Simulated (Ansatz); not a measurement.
**Worked example: C4H10Cd + C2H5CuN2 → C3H9CdN + C3H6CuN**

Species: C4H10Cd `[CH3][Cd][CH](C)C`, singlet; C2H5CuN2 `CC#[N+][Cu-][NH2]`, singlet; C3H9CdN `C[CH](C)[Cd][NH2]`, singlet; C3H6CuN `CC#[N+][Cu-][CH3]`, singlet. The partners trade CH3 for NH2: Cd–CH3 and Cu–NH2 bonds give way to Cd–NH2 and Cu–CH3.

Shapes, held fixed at every level: PBE0-D4/def2-TZVP. Flexible molecules stand in one conformer, not always the lowest. Programs: Ansatz 0.2.0. Electronic energies: no zero-point or thermal term.

At wB97X-V/def2-TZVPP; 1 Eh = 2625.50 kJ/mol:

```
 species   energy (Eh)
 C4H10Cd   -326.171481
C2H5CuN2  -1829.114828
 C3H9CdN   -342.225973
 C3H6CuN  -1813.055959
```

**Question.** Work out ΔE of the reaction at this level.

**Answer.** 
1. Products less reactants: (-342.225973) + (-1813.055959) − [(-326.171481) + (-1829.114828)] = 0.004377 Eh = +11.5 kJ/mol.

Other levels give -1.9 (HF/def2-SVP) to +15.8 kJ/mol (SPW92/def2-TZVPP). No measured value is set beside it here. For atoms past krypton def2 sets carry core potentials with scalar relativity. Relativity is left out for Cu.
